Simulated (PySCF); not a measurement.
C₄H₆BF, SMILES C#CB(F)CC.

The structure is a stationary point at PBE0-D3(BJ)/def2-SVP. The structure was generated by enumeration, and PubChem lists no compound with its InChIKey, so it may never have been made. The values are those of a single conformer.

Calculation: PBE0-D3(BJ)/def2-SVP in PySCF.

Frequencies are harmonic and unscaled.

```json
[
 {"mode": "1", "ν (cm⁻¹)": "28", "IR (km/mol)": "1.2", "Raman (Å⁴/amu)": "0.0", "depolarisation": "–", "moving atoms (share of kinetic energy)": "H 55 %, C 33 %, F 12 %"},
 {"mode": "2", "ν (cm⁻¹)": "121", "IR (km/mol)": "0.8", "Raman (Å⁴/amu)": "5.0", "depolarisation": "0.74", "moving atoms (share of kinetic energy)": "C 67 %, H 22 %"},
 {"mode": "3", "ν (cm⁻¹)": "195", "IR (km/mol)": "0.1", "Raman (Å⁴/amu)": "3.0", "depolarisation": "0.75", "moving atoms (share of kinetic energy)": "H 57 %, C 27 %, F 9 %"},
 {"mode": "4", "ν (cm⁻¹)": "233", "IR (km/mol)": "2.9", "Raman (Å⁴/amu)": "5.4", "depolarisation": "0.75", "moving atoms (share of kinetic energy)": "C 50 %, H 46 %"},
 {"mode": "5", "ν (cm⁻¹)": "249", "IR (km/mol)": "1.9", "Raman (Å⁴/amu)": "3.1", "depolarisation": "0.74", "moving atoms (share of kinetic energy)": "C 55 %, F 22 %, H 18 %"},
 {"mode": "6", "ν (cm⁻¹)": "404", "IR (km/mol)": "8.7", "Raman (Å⁴/amu)": "1.5", "depolarisation": "0.61", "moving atoms (share of kinetic energy)": "C 49 %, F 35 %, H 13 %"},
 {"mode": "7", "ν (cm⁻¹)": "463", "IR (km/mol)": "3.1", "Raman (Å⁴/amu)": "0.9", "depolarisation": "0.75", "moving atoms (share of kinetic energy)": "H 52 %, B 27 %, C 17 %"},
 {"mode": "8", "ν (cm⁻¹)": "536", "IR (km/mol)": "7.4", "Raman (Å⁴/amu)": "3.6", "depolarisation": "0.58", "moving atoms (share of kinetic energy)": "C 64 %, F 19 %, H 12 %"},
 {"mode": "9", "ν (cm⁻¹)": "643", "IR (km/mol)": "0.8", "Raman (Å⁴/amu)": "7.0", "depolarisation": "0.08", "moving atoms (share of kinetic energy)": "C 62 %, F 20 %, H 14 %"},
 {"mode": "10", "ν (cm⁻¹)": "710", "IR (km/mol)": "38.1", "Raman (Å⁴/amu)": "1.8", "depolarisation": "0.73", "moving atoms (share of kinetic energy)": "H 74 %, C 26 %"},
 {"mode": "11", "ν (cm⁻¹)": "752", "IR (km/mol)": "44.8", "Raman (Å⁴/amu)": "0.0", "depolarisation": "–", "moving atoms (share of kinetic energy)": "H 47 %, B 34 %, C 18 %"},
 {"mode": "12", "ν (cm⁻¹)": "784", "IR (km/mol)": "22.3", "Raman (Å⁴/amu)": "1.8", "depolarisation": "0.75", "moving atoms (share of kinetic energy)": "H 74 %, C 26 %"},
 {"mode": "13", "ν (cm⁻¹)": "964", "IR (km/mol)": "27.3", "Raman (Å⁴/amu)": "3.9", "depolarisation": "0.38", "moving atoms (share of kinetic energy)": "H 74 %, C 21 %"},
 {"mode": "14", "ν (cm⁻¹)": "981", "IR (km/mol)": "5.6", "Raman (Å⁴/amu)": "0.6", "depolarisation": "0.75", "moving atoms (share of kinetic energy)": "H 72 %, C 16 %, B 11 %"},
 {"mode": "15", "ν (cm⁻¹)": "1087", "IR (km/mol)": "1.6", "Raman (Å⁴/amu)": "3.0", "depolarisation": "0.52", "moving atoms (share of kinetic energy)": "C 65 %, H 32 %"},
 {"mode": "16", "ν (cm⁻¹)": "1146", "IR (km/mol)": "183.5", "Raman (Å⁴/amu)": "1.5", "depolarisation": "0.75", "moving atoms (share of kinetic energy)": "B 56 %, H 34 %"},
 {"mode": "17", "ν (cm⁻¹)": "1244", "IR (km/mol)": "1.8", "Raman (Å⁴/amu)": "4.0", "depolarisation": "0.75", "moving atoms (share of kinetic energy)": "H 79 %, C 20 %"},
 {"mode": "18", "ν (cm⁻¹)": "1280", "IR (km/mol)": "186.3", "Raman (Å⁴/amu)": "0.6", "depolarisation": "0.39", "moving atoms (share of kinetic energy)": "B 40 %, C 28 %, H 20 %, F 12 %"},
 {"mode": "19", "ν (cm⁻¹)": "1391", "IR (km/mol)": "35.8", "Raman (Å⁴/amu)": "6.5", "depolarisation": "0.66", "moving atoms (share of kinetic energy)": "H 75 %, C 15 %, B 8 %"},
 {"mode": "20", "ν (cm⁻¹)": "1393", "IR (km/mol)": "131.2", "Raman (Å⁴/amu)": "11.4", "depolarisation": "0.70", "moving atoms (share of kinetic energy)": "H 52 %, B 30 %, C 11 %"},
 {"mode": "21", "ν (cm⁻¹)": "1415", "IR (km/mol)": "32.5", "Raman (Å⁴/amu)": "3.0", "depolarisation": "0.64", "moving atoms (share of kinetic energy)": "H 61 %, C 27 %, B 9 %"},
 {"mode": "22", "ν (cm⁻¹)": "1473", "IR (km/mol)": "21.5", "Raman (Å⁴/amu)": "10.9", "depolarisation": "0.75", "moving atoms (share of kinetic energy)": "H 94 %"},
 {"mode": "23", "ν (cm⁻¹)": "1476", "IR (km/mol)": "7.9", "Raman (Å⁴/amu)": "16.3", "depolarisation": "0.75", "moving atoms (share of kinetic energy)": "H 97 %"},
 {"mode": "24", "ν (cm⁻¹)": "2191", "IR (km/mol)": "102.8", "Raman (Å⁴/amu)": "134.9", "depolarisation": "0.25", "moving atoms (share of kinetic energy)": "C 89 %, H 9 %"},
 {"mode": "25", "ν (cm⁻¹)": "3034", "IR (km/mol)": "17.8", "Raman (Å⁴/amu)": "146.3", "depolarisation": "0.08", "moving atoms (share of kinetic energy)": "H 94 %"},
 {"mode": "26", "ν (cm⁻¹)": "3058", "IR (km/mol)": "21.0", "Raman (Å⁴/amu)": "129.6", "depolarisation": "0.01", "moving atoms (share of kinetic energy)": "H 97 %"},
 {"mode": "27", "ν (cm⁻¹)": "3075", "IR (km/mol)": "4.0", "Raman (Å⁴/amu)": "113.4", "depolarisation": "0.75", "moving atoms (share of kinetic energy)": "H 91 %, C 9 %"},
 {"mode": "28", "ν (cm⁻¹)": "3150", "IR (km/mol)": "21.0", "Raman (Å⁴/amu)": "85.2", "depolarisation": "0.70", "moving atoms (share of kinetic energy)": "H 90 %, C 10 %"},
 {"mode": "29", "ν (cm⁻¹)": "3151", "IR (km/mol)": "16.3", "Raman (Å⁴/amu)": "36.0", "depolarisation": "0.75", "moving atoms (share of kinetic energy)": "H 91 %, C 9 %"},
 {"mode": "30", "ν (cm⁻¹)": "3476", "IR (km/mol)": "43.1", "Raman (Å⁴/amu)": "37.3", "depolarisation": "0.24", "moving atoms (share of kinetic energy)": "H 86 %, C 14 %"}
]
```
